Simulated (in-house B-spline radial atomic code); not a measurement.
Results of a calculation; reference values are marked as such.
# Te in an electron gas of r_s = 2.2: phase shifts, screening, friction and resistivity

A nucleus sits in a uniform electron gas with a rigid positive background. The Kohn-Sham equations are solved self-consistently in the spin-unpolarised LDA (PW92), non-relativistic, on B-splines with outgoing waves at the boundary and partial waves to l = 8. The model has no lattice, no bands and no magnetic solution. Atomic units; δ_l are the phase shifts at the Fermi level, counted so that each bound state adds π, and good to about 0.0005.

The density parameter is r_s = 2.2 bohr, near that of the valence electrons of Ga (3 per atom, density 5.91 g/cm³, mass 69.72 u, which gives r_s = 2.19).

```json
{"l": "0", "δ_l (rad)": "13.5505"}
{"l": "1", "δ_l (rad)": "10.9843"}
{"l": "2", "δ_l (rad)": "6.8394"}
{"l": "3", "δ_l (rad)": "0.1172"}
{"l": "4", "δ_l (rad)": "0.0148"}
{"l": "5", "δ_l (rad)": "0.0025"}
{"l": "6", "δ_l (rad)": "0.0005"}
{"l": "7", "δ_l (rad)": "0.0003"}
{"l": "8", "δ_l (rad)": "0.0002"}
```

Bound levels below the band bottom (hartree): d -20.5, s -5.209, p -3.737, d -1.251, s -0.2256 and deeper ones.

Q: Check the Friedel sum rule, and say where the screening charge sits.

A: k_F = (9π/4)^(1/3)/r_s = 0.87234. The rule is Z = (2/π) Σ (2l + 1) δ_l. The terms are s 8.627, p 20.978, d 21.770, f 0.522 and 0.111 beyond, in all 52.009 against Z = 52. Bound states hold 10 s, 18 p, 20 d electrons, so the scattering states carry 4.01 in all; where a term is smaller than its bound count, the bound level has drawn weight out of the band.

Q: Find the transport cross section and the electronic stopping of a 2 keV Te ion (mass 127.6 u).

A: σ_tr = (4π/k_F²) Σ (l + 1) sin²(δ_l − δ_(l+1)). The terms for l = 0 to 3 are 0.2961, 1.4222, 0.5420, 0.0418, all together 2.3028, so σ_tr = 16.513 × 2.3028 = 38.027 bohr². With n = 3/(4π r_s³) = 0.02242, the friction coefficient is Q = n k_F σ_tr = 0.7438. For v well below v_F = 0.872, dE/dx = Q v; with 24801 eV per u at v = 1, v = √(2000/(24801 × 127.6)) = 0.0251, so dE/dx = 0.01870 hartree/bohr = 9.61 eV/nm. The largest term couples the p and d waves.

Q: What residual resistivity would 1 atomic per cent of such centres give in Ga?

A: Δρ = k_F n_i σ_tr/n in atomic units of 21.74 μΩ·cm. With one host atom per 3 electrons, n_i/n = 0.01/3, so Δρ = 0.8723 × 0.00333 × 38.027 × 21.74 = 2.40 μΩ·cm. This is an atom added to the gas, as on an interstitial site.

Q: On a substitutional site the background of one host ion, a sphere holding 3 charges, is taken out. The phase shifts for l = 0 to 4 become 13.2827, 10.5414, 6.3854, 0.0191, 0.0006. What follows?

A: The Friedel sum is now 49.01, for Z − 3 = 49. The sum in σ_tr is 1.6161, so σ_tr = 26.69 bohr² and Δρ = 1.69 μΩ·cm per atomic per cent, 0.70 times the value above. A real host ion scatters too, so this model doesn't give zero even for the host's own atom.
